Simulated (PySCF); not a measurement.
## Nuclear quadrupole coupling in `C#C[SiH2][C@H]1[SiH2]CS[SiH2]1`

C4H10SSi3.
Structure used (GFN2-xTB), in Å, numbered top down from 1:
```
atom  x, y, z in Å
C1     2.4098   -0.6476    2.3104
C2     2.1744   -0.7812    1.1390
Si3    1.7870   -0.9469   -0.6602
C4     0.1103   -0.0984   -0.9825
Si5   -1.3589   -0.9312   -0.0998
C6    -2.5514    0.5221    0.2071
S7    -1.6208    2.0240    0.6870
Si8    0.1118    1.7584   -0.5468
H9     2.6148   -0.5337    3.3365
H10    2.8428   -0.2793   -1.4342
H11    1.7064   -2.3728   -1.0030
H12   -0.0672   -0.1719   -2.0589
H13   -0.9705   -1.5082    1.1883
H14   -2.0266   -1.9220   -0.9514
H15   -3.1404    0.7756   -0.6729
H16   -3.2433    0.3335    1.0231
H17    1.2391    2.2055    0.2586
H18   -0.0260    2.5802   -1.7522
```

Field gradients from the PBE0/pcSseg-1 density (PySCF, non-relativistic), principal values in atomic units, ordered |Vxx| ≤ |Vyy| ≤ |Vzz|:

```json
{"atom": "S7", "Vxx": "0.0733", "Vyy": "2.2056", "Vzz": "-2.2789"}
```

Q: Find the asymmetry η = (Vxx − Vyy)/Vzz and the couplings χ = eQV/h (234.96 MHz × Q in barn × V in au), with Q(33S) = −0.0678 b.

A: 
```tsv
atom	environment	nucleus	η	χzz (MHz)	χxx (MHz)	χyy (MHz)
S7	sulfur bonded to C and Si	33S	0.94	36.30	-1.17	-35.14
```

At S7 η is above 0.9: Vyy and Vzz are nearly equal in size and opposite in sign, so a small change could swap them and flip the sign of χzz. The tensor is traceless: Vxx + Vyy + Vzz = 0.

Q: What is Vzz at S7 in SI units (1 au = 9.71736 × 10²¹ V/m²)?

A: -2.2789 au = -22.145 × 10²¹ V/m².

Q: And the gradient at the other heavy atoms, for which no coupling is worked out here?

A: 
```
atom                  environment  Vzz (au)     η
  C1       terminal alkyne carbon    -0.367  0.04
  C2                alkyne carbon    -0.346  0.00
 Si3                 SiH2 silicon     0.291  0.80
  C4  sp3 carbon bound to silicon    -0.030  0.59
 Si5                 SiH2 silicon     0.243  0.73
  C6   sp3 carbon bound to sulfur     0.329  0.24
 Si8                 SiH2 silicon     0.487  0.49
```

Q: What couplings would deuterons (Q(2H) = 0.00286 b) have in place of the hydrogens, at this geometry?

A: 
| atom | bonded to | bond length (Å) | Vzz (au) | η | χzz (kHz) |
| --- | --- | --- | --- | --- | --- |
| H9 | C1 | 1.053 | 0.3859 | 0.00 | 259 |
| H10 | Si3 | 1.470 | 0.1568 | 0.01 | 105 |
| H11 | Si3 | 1.469 | 0.1572 | 0.01 | 106 |
| H12 | C4 | 1.093 | 0.3178 | 0.01 | 214 |
| H13 | Si5 | 1.464 | 0.1609 | 0.02 | 108 |
| H14 | Si5 | 1.467 | 0.1599 | 0.01 | 107 |
| H15 | C6 | 1.089 | 0.3136 | 0.04 | 211 |
| H16 | C6 | 1.086 | 0.3198 | 0.05 | 215 |
| H17 | Si8 | 1.456 | 0.1661 | 0.04 | 112 |
| H18 | Si8 | 1.465 | 0.1601 | 0.02 | 108 |

The structure is a single GFN2-xTB conformer in the gas phase; no vibrational or solvent corrections. GFN2-xTB bond lengths can be off by several hundredths of an ångström, more for odd bonds, and the gradients follow them. A larger basis could move these couplings by a tenth or more.
